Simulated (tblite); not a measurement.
Compound: C5H7NSi (charge +1 and doublet state).
Atom-mapped SMILES: `[N:1]#[C:2][SiH:3]1[CH2:4][CH:5][CH+:6][CH2:7]1` (hydrogens: H8 on Si3; H9, H10 on C4; H11 on C5; H12 on C6; H13, H14 on C7)

Cartesian coordinates in Å at the GFN2-xTB level; atoms count from 1:
```xyz
14
C5H7NSi angstrom
N     -1.4323    2.8102   -1.2593
C     -1.0324    2.0863   -0.4738
Si    -0.3242    0.9350    0.8330
C     -1.1521   -0.7814    0.2644
C     -0.1702   -1.3256   -0.6595
C      1.1173   -0.9025   -0.5673
C      1.3922    0.2769    0.2800
H     -0.5608    1.3722    2.1960
H     -2.1676   -0.7908   -0.1225
H     -1.1507   -1.3049    1.2235
H     -0.4910   -2.0094   -1.4343
H      1.9220   -1.3651   -1.1199
H      1.9846    1.0106   -0.2789
H      2.0646   -0.0118    1.0963
```

All values are computed: GFN2-xTB (tblite) harmonic vibrations without scaling, gas phase. The method is semi-empirical: single wavenumbers can be off by several per cent or more. Modes of hydrogen on silicon can be 10 to 20 % off. One conformer, not necessarily the lowest. Open shells enter through the occupations alone, without spin polarisation, and single modes of such species can be off by tens of per cent.

Harmonic wavenumbers (cm⁻¹): 57.0, 95.7, 144.8, 289.2, 312.2, 320.4, 397.0, 467.3, 526.3, 546.1, 564.0, 624.1, 660.9, 708.0, 735.9, 781.2, 846.3, 973.0, 984.9, 987.9, 1049.2, 1096.4, 1141.6, 1220.5, 1280.6, 1344.8, 1377.7, 1488.1, 2346.2, 2389.9, 2902.0, 2931.8, 2945.5, 3036.9, 3057.5, 3086.7.

A = 3622, B = 1635, C = 1548 MHz; mass 109.035 u (most abundant isotopes); point group C1, symmetry number 1; spin multiplicity 2.

What is the zero-point energy?

Half the sum of the wavenumbers: 21859 cm⁻¹ = 261.49 kJ/mol.

Entropy at 400 K, 1 bar (ideal gas, RRHO, classical rotation)?

Translation 173.48, rotation 120.62, vibration 121.33, spin (R ln 2) 5.76: S = 421.2 J/(mol K).

And Cp and H(400 K) − H(0)?

Cp = 167.36 J/(mol K), of which vibrations give 134.10 (their classical limit is 36 R = 299.3); H(400 K) − H(0) = 39.78 kJ/mol without the zero-point energy, 26.48 from vibrations.

Blend soft modes into free rotors: weight 1/[1 + (100 cm⁻¹/ν̃)⁴] for the oscillator and the rest for a rotor with moment μB/(μ + B), μ = h/(8π²ν), B = 10⁻⁴⁴ kg m². What vibrational entropy results?

113.43 J/(mol K) in place of 121.33, which changes −T·S at 400 K by +3.16 kJ/mol.

Which modes carry the vibrational entropy at 400 K?

57.0 cm⁻¹: 21.50; 95.7 cm⁻¹: 17.22; 144.8 cm⁻¹: 13.83; 289.2 cm⁻¹: 8.35; 312.2 cm⁻¹: 7.77; 320.4 cm⁻¹: 7.58 J/(mol K); the other 30 give 45.07 together.

Hindered rotation and anharmonicity are outside this model. Other conformers, if any are populated, would add a mixing term that is left out. The structure is chiral; the term R ln 2 for an equal mix with its mirror image is left out.

The run took 0.45 s on one thread, Arm Neoverse V1 (aarch64), shared host with 64 logical CPUs at a one-minute load of 26. The figure is for the frequency step alone.
